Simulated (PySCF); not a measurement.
1-methyl-3-methylideneazetidine (C₅H₉N), SMILES C=C1CN(C)C1.

Geometry optimised at B3LYP-D3(BJ)/def2-SVP.

All values below come from TDA-PBE/def2-SVPD (PySCF).

Vertical excitations. Gas-phase values at a fixed geometry. State labels are in the subgroup Cs.

Computed UV-visible absorptions:
```tsv
state	symmetry	energy (eV)	λ (nm)	f	main pairs
S1	A'	4.20	295	0.001	HOMO→LUMO 97 %
S2	A'	5.09	243	0.025	HOMO→LUMO+1 99 %
S3	A'	5.45	228	0.008	HOMO→LUMO+2 99 %
S4	A"	5.96	208	0.004	HOMO→LUMO+3 100 %
S5	A'	6.33	196	0.002	HOMO→LUMO+4 98 %
S6	A'	6.45	192	0.006	HOMO−1→LUMO+1 97 %
S7	A'	6.59	188	0.038	HOMO→LUMO+5 95 %
S8	A"	6.79	183	0.000	HOMO→LUMO+6 99 %
S9	A'	6.83	182	0.030	HOMO−1→LUMO+2 95 %
S10	A'	6.94	179	0.066	HOMO→LUMO+7 88 %
T1	A'	3.85	322	0	HOMO→LUMO 91 %
T2	A'	4.53	274	0	HOMO−1→LUMO 90 %
T3	A'	4.93	251	0	HOMO→LUMO+1 100 %
T4	A'	5.31	233	0	HOMO→LUMO+2 99 %
```
Triplets are in the Tamm–Dancoff approximation.
